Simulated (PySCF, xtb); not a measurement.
C3H10Si3, SMILES C=C1[SiH2][SiH2][C@H]1[SiH3].

GFN2-xTB (xtb 6.7.1) at its own geometry gives an orbital gap of 3.51 eV and a dipole moment of 1.00 D.

The structure is a stationary point at B3LYP-D3(BJ)/def2-SVP. The structure was generated by enumeration; whether it is a known compound was not checked.

Task: What does CAM-B3LYP/def2-TZVP in PySCF give? (Estimate from the structure and the level; the computed values follow.)

Result: gap 8.66 eV (levels -8.45 and 0.22 eV), dipole 0.59 D.
